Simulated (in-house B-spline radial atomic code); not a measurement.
RPA and G0W0 for P, [Ne] 3s2 3p3, highest spin, as one setting changes: the radius of a hard wall (bohr). Start: PBE. A dash marks a level of low quasi-particle weight. Computed with an all-electron radial atomic-structure program (B-spline basis): all electrons, non-relativistic, point nucleus, each spin shell either full or empty, empty states to l = 9 with an (l + 1/2)⁻⁴ tail; G0W0 by contour deformation at full frequency.

```json
{"radius of a hard wall (bohr)": "2", "mean-field level (eV)": "56.37", "G0W0 level (eV)": "3p up 47.12", "RPA correlation (Eh)": "-1.021"}
{"radius of a hard wall (bohr)": "2.5", "mean-field level (eV)": "23.652", "G0W0 level (eV)": "3p up 15.995", "RPA correlation (Eh)": "-0.94698"}
{"radius of a hard wall (bohr)": "3", "mean-field level (eV)": "9.337", "G0W0 level (eV)": "3p up 2.676", "RPA correlation (Eh)": "-0.90866"}
{"radius of a hard wall (bohr)": "3.5", "mean-field level (eV)": "?", "G0W0 level (eV)": "?", "RPA correlation (Eh)": "?"}
{"radius of a hard wall (bohr)": "4", "mean-field level (eV)": "-1.437", "G0W0 level (eV)": "3p up -6.911", "RPA correlation (Eh)": "-0.8731"}
{"radius of a hard wall (bohr)": "5", "mean-field level (eV)": "-4.664", "G0W0 level (eV)": "3p up -9.468", "RPA correlation (Eh)": "-0.86163"}
{"radius of a hard wall (bohr)": "6", "mean-field level (eV)": "?", "G0W0 level (eV)": "?", "RPA correlation (Eh)": "?"}
{"radius of a hard wall (bohr)": "8", "mean-field level (eV)": "-6.229", "G0W0 level (eV)": "3p up -10.209", "RPA correlation (Eh)": "-0.85739"}
{"radius of a hard wall (bohr)": "12", "mean-field level (eV)": "-6.293", "G0W0 level (eV)": "-", "RPA correlation (Eh)": "-0.85724"}
```

Problem. What belongs in the row for 6?

Solution. mean-field level (eV): -5.731; G0W0 level (eV): 3p up -10.125; RPA correlation (Eh): -0.85843.

Problem. What belongs in the row for 3.5?

Solution. mean-field level (eV): 2.291; G0W0 level (eV): 3p up -3.684; RPA correlation (Eh): -0.88624.
